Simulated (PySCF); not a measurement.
## Spinor energies of Mn²⁺ (manganese, charge +2)

Start: [Ar] 3d4 4p1; 3d5/2 filled at m_j = -1/2, +1/2, +3/2, +5/2; 4p3/2 filled at m_j = +3/2. Calculated with PySCF 2.14 in x2c-TZVPall-2c with one added diffuse shell each of s, p, d type (7s8p5d1f, 63 functions): generalised Hartree-Fock with the X2C-1e Hamiltonian and a Gaussian nucleus; one run each with spin-orbit coupling (SO) switched off, then screened by Boettger's factors. This is a chosen level, not necessarily the ground level.

| spinor shell | electrons | ε, spin-free (eV) | ε, screened SO (eV) | weight of nominal j (screened SO) | rms radius, screened SO (bohr) |
| --- | --- | --- | --- | --- | --- |
| 1s1/2 | 2 | -6625.6 | -6625.6 | 1.000 | 0.0703 |
| 2s1/2 | 2 | -831.34 | -831.36 | 1.000 | 0.302 |
| 2p1/2 | 2 | -704.91 | -712.08 | 0.983 | 0.271 |
| 3s1/2 | 2 | -132.07 | -132.09 | 1.000 | 0.906 |
| 3p3/2 | 4 | -93.887 | -94.253 | 0.832 | 0.968 |
| 3p1/2 | 2 | -93.887 | -93.243 | 0.664 | 0.964 |
| 3d5/2 | 4 | -43.110 | -43.117 | 0.690 | 1.16 |
| 4p3/2 | 1 | -19.480 | -19.443 | 1.000 | 3.16 |

(1) Where does 2p3/2 lie, and what is the 2p spin-orbit splitting (screened SO)?

```json
{"quantity": "E (hartree)", "spin-free": "-1156.11978", "screened SO": "-1156.13199"}
{"quantity": "M_J", "spin-free": "11/2", "screened SO": "11/2"}
{"quantity": "⟨J²⟩", "spin-free": "35.754", "screened SO": "35.754"}
{"quantity": "⟨L²⟩", "spin-free": "12.003", "screened SO": "12.009"}
{"quantity": "⟨S²⟩", "spin-free": "8.751", "screened SO": "8.748"}
```

Each row is a mean over spinors that exchange with the open shell spreads, by up to 14.702 eV (3p3/2).

Rows whose weight is well below 1 are mixtures of j = l ± 1/2: exchange outweighs spin-orbit coupling there, and the label is only the starting occupation.

Without spin-orbit coupling the j labels of p, d and f shells carry no meaning; the spin-free column gives the mean over the occupied spinors of each nl shell.

Answers

(1) At -701.44 eV, 10.647 eV above 2p1/2.
